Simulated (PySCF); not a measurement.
# Bond lengths and vibrations by method: AlBClH2

Calculated results; nothing here was measured. The program is PySCF 2.14.0, an open-source quantum chemistry code, run on an isolated molecule that a program drew, which may never have been made. The molecule is AlBClH2 (charge 0, doublet), drawn as the SMILES string `[AlH2][B]Cl`.

The geometry was optimised and harmonic frequencies were computed with HF and MP2, all in the cc-pV(D+d)Z basis, for the commonest isotopes, with a restricted reference for singlets and an unrestricted one otherwise, and a frozen core in MP2. Each result is a local minimum of its method.

Geometry at the HF minimum:
```xyz
5
AlBClH2, angstrom
Al    2.1811    0.1269   -2.0100
B     1.0814   -1.1189   -0.8209
Cl    0.1587   -2.1635    0.1770
H     3.6552    0.4688   -1.5667
H     1.5075    0.6917   -3.3192
```

Lengths of the bonds as drawn, in Å (atoms numbered as above):
| bond | HF | MP2 |
|---|---|---|
| Al1-B2 | 2.043 | 2.044 |
| B2-Cl3 | 1.714 | 1.701 |
| Al1-H4 | 1.577 | 1.577 |
| Al1-H5 | 1.577 | 1.577 |

Rotational constants, in GHz:
```
constant,HF,MP2
A,129.7,128.3
B,2.187,2.204
C,2.151,2.166
```

Harmonic frequencies in cm^-1, each column in rising order, so a row needn't be the same motion in every method:
| rank | HF | MP2 |
|---|---|---|
| 1 | 94 | 142 |
| 2 | 202 | 189 |
| 3 | 396 | 396 |
| 4 | 519 | 496 |
| 5 | 568 | 525 |
| 6 | 805 | ? |
| 7 | 1110 | 1122 |
| 8 | 2001 | 1974 |
| 9 | 2002 | 1985 |

**Estimate the missing MP2 frequency from the HF column.**

A single factor s that minimises the squared misfit of MP2 against s times HF over the other rows is sum(HF x MP2) / sum(HF^2) = 0.9891, with an rms misfit of 25 cm^-1. For rank 6 it gives 0.9891 x 805 = 796 cm^-1. The calculation gives 762 cm^-1, 34 cm^-1 below the estimate. The drawn bonds are on average 0.2 % shorter in MP2 than in HF.
